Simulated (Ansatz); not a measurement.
Rb2H3, relaxed as a doublet with UKS r2SCAN-D4/def2-TZVP in Ansatz, starting from the GFN1-xTB geometry. Force threshold 0.02 eV/Å.

In the def2 sets Rb takes a core potential; there is no spin–orbit coupling. The structure comes from a short search, and lower isomers may exist.

Start:

```xyz
5

Rb   -0.241    1.038    1.682
Rb    1.457   -0.877   -1.057
H    -0.916   -1.163    0.257
H    -0.976   -0.542   -0.214
H     0.676    1.544   -0.667
```

```tsv
step	energy (eV)	largest force component (eV/Å)	SCF passes
1	-1358.7853	0.665	36
2	-1359.0033	0.208	37
3	-1359.1044	0.144	33
4	-1359.1533	0.351	34
5	-1359.1747	0.109	35
6	-1359.1866	0.261	35
7	-1359.1958	0.074	35
8	-1359.1989	0.015	33
9	-1359.2000	0.231	35
10	-1359.2011	0.213	33
11	-1359.2022	0.008	34
12	-1359.2024	0.037	32
13	-1359.2025	0.028	29
14	-1359.2027	0.024	32
15	-1359.2028	0.012	30
```

Force components are those of the run's own axes.

End:

```xyz
5

Rb    0.633    1.782    2.055
Rb    2.552   -0.401   -1.060
H    -2.023   -1.415   -0.256
H    -1.522   -0.862   -0.334
H     0.360    0.896   -0.405
```

Bonds lost: Rb1–H3, Rb1–H4, Rb2–H3, Rb2–H4 (atoms count from 1). The end holds 2 separate pieces.

The force fell under the threshold at step 8, but the optimiser went on and released 0.004 eV more. No frequencies were taken in this run, so the end may be a saddle point.

Run time 50 s (4 threads of Arm Neoverse V1 on a shared host).
